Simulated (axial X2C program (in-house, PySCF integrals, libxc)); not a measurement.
**TiB⁺: cheaper levels and CCSD(T), with spin–orbit coupling**

Calculated with an axial X2C code built on PySCF integrals. Two-component (2c) means X2C with spin–orbit coupling and atomic mean-field two-electron Coulomb and Gaunt terms. Basis: Ti dyall-cv3z [10s10p6d4f2g], B dyall-v3z [7s6p2d1f] (cores contracted in-house); Gaussian nuclei, density fitting, unrestricted open shells. Masses: Ti 47.948 u, B 11.009 u.

State: Ω = 4 (⟨Sz⟩ = 2.00, ⟨Lz⟩ = 2.00 at HF); fragments Ti+ + B.

| level | Re (Å) | ωe (cm⁻¹) |
| --- | --- | --- |
| PBE0 | 2.075 | 494.9 |
| HF | 2.252 | 511.7 |
| MP2 | 2.081 | 504.2 |
| CCSD | 2.099 | 522.3 |
| PW91 | 2.056 | 547.2 |

Correlated methods: 14 electrons correlated (number of frozen shells: Ti 2 s, 1 p; B 1 s), 260 virtual spin orbitals or spinors in MP2, 90 natural virtuals in coupled cluster.

CCSD(T), same Hamiltonian and basis:

Re = 2.071 Å, ωe = 523.2 cm⁻¹, De = 1.79 eV; T1 = 0.052 (Lee–Taylor normalisation).

(1) Give the differences from CCSD(T) in the columns below.

One determinant describes the state; a PBE0 search over occupations chose it and may have missed a lower one. Dissociation energies refer to the lowest single-determinant-based atoms at the same level and basis. De is not given where an atomic determinant may have missed its ground term or J level, or where the truncated virtual space spoils (T). Density functionals use the spin component along the axis (collinear). Coupled cluster ran in a truncated set of natural virtual spinors; the MP2 energy of the rest was added. (T) has no such correction and the atoms are truncated less, which lowers De at CCSD(T) by a hundredth of an eV or more. A 2c atom that is not at its ground J level misses part of its spin–orbit lowering, and De is too large by that part (0.04 eV or less for light atoms). This holds for CCSD(T). PBE0 can misorder states that lie within some tenths of an eV, so this need not be the ground state of the molecule. The nearest other 2c determinant of the search, Ω = 3, lies 0.46 eV up at the distance of the search. Without a current term, density functionals place determinants with orbital angular momentum somewhat too high. With several unpaired electrons one determinant need not be a pure state. Open-shell Ω = 0 determinants with evenly filled partner blocks cannot be reached by this program, so the Ω shown need not be the lowest component. At some level and bond length an empty orbital lies below a filled one. Some points did not converge and are left out. The T1 diagnostic is large, a sign of multireference character. The stretched end of a curve changes character and is left out.

## Answers

(1) 

| level | ΔRe (Å) | Δωe (cm⁻¹) |
| --- | --- | --- |
| PBE0 | 0.004 | -28 |
| HF | 0.181 | -12 |
| MP2 | 0.010 | -19 |
| CCSD | 0.028 | -1 |
| PW91 | -0.015 | 24 |
